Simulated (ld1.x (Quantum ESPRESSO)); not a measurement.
**silicon (Si), TM: configuration errors across variants**

ld1.x (Quantum ESPRESSO) 7.5 input, shortened:

```
&input
   title='Si', zed=14., rel=0, dft='PBESOL', iswitch=3,
   config='[Ne] 3s2 3p1'
 /
 &inputp
   pseudotype=2, tm=.true., lloc=0,
   nlcc=.true.
 /
2
3P  2  1   1.00   0.00  1.30  1.30  0.0
3S  1  0   2.00   0.00  1.75  1.75  0.0
 &test
   configts(1)='3s2 3p1'
 /
```

All-electron excitation energies from the reference (eV): (1) 3s2 3p2 -7.724; (2) 3s2 3p0 15.976; (3) 3s1 3p0 49.805; (4) 3s0 3p4 5.898; (5) 3s1 3p3 -0.986; (6) 3s2 3p1.5 -4.810; (7) 3s2 3p2.3 -8.649.

The default core radius of the base comes out at 1.13 bohr.

Tests that are not counted but printed errors over 1 eV. “wave 3p (bound): rc 1.30 bohr becomes 3p (bound): rc 0.80 bohr”: 3s0 3p4 (solver errors, printed error -67.8 eV); 3s1 3p3 (solver errors, printed error -85.3 eV). “type PAW; waves now 3s (bound): rcut 1.50, rcutus 1.75 bohr; 3s channel at -0.1 Ry: rcut 1.50, rcutus 1.75 bohr; 3p (bound): rcut 1.15, rcutus 1.30 bohr; 3p channel at 0.05 Ry: rcut 1.15, rcutus 1.30 bohr; local potential all-electron potential smoothed inside 1.00 bohr (lloc = -1); augmentation PSQ, radius 1.15 bohr”: 3s2 3p2 (solver errors, printed error -14.0 eV); 3s2 3p2.3 (solver errors, printed error -21.3 eV).

3 further variants failed, have other tests or another functional or relativity, and are left out.

A true bound ghost makes a file unfit for plane-wave use even where its test errors are small: the radial tests pick states by their node count and pass the ghost by. Where a test does run into it, the solver fails or the error is huge.

Errors AE − PS in meV (a dash: test not solved or not reliable):

```csv
change,(1),(2),(3),(4),(5),(6),(7),bound ghosts
base,+3.6,+4.9,+25,+6.7,+3.0,+1.1,+5.2,none
"all radii but the core radius scaled by about 1.05 (s 1.84, p 1.36 bohr)",+3.7,+5.8,+26,+3.3,+2.2,+1.2,+5.3,none
core correction a·sin(br)/r model core inside 1.42 bohr,+2.8,+1.5,-12,+11,+4.2,+0.8,+4.2,none
wave 3s (bound): rc 1.75 bohr becomes 3s (bound): rc 2.04 bohr,+4.8,+7.9,+21,-4.1,+1.2,+1.5,+6.8,none
wave 3p (bound): rc 1.30 bohr becomes 3p (bound): rc 0.90 bohr,+11,+64,+77,+134,+59,+4.2,+15,not determined
wave 3s (bound): rc 1.75 bohr becomes 3s (bound): rc 2.46 bohr,+11,+22,+8.3,-43,-3.4,+3.5,+15,none
wave 3p (bound): rc 1.30 bohr becomes 3p (bound): rc 0.80 bohr,+11,+105,+118,–,–,+4.0,+15,not determined
"type PAW; waves now 3s (bound): rcut 1.50, rcutus 1.75 bohr; 3s channel at -0.1 Ry: rcut 1.50, rcutus 1.75 bohr; 3p (bound): rcut 1.15, rcutus 1.30 bohr; 3p channel at 0.05 Ry: rcut 1.15, rcutus 1.30 bohr; local potential all-electron potential smoothed inside 1.00 bohr (lloc = -1); augmentation PSQ, radius 1.15 bohr",–,-4.9,-48,-1.5,-0.2,-0.4,–,p
```

(1) Give the same row for: local potential the p channel.

## Answers

(1) +4.0, +5.6, +28, +6.7, +3.1, +1.3, +5.8; bound ghosts: none.
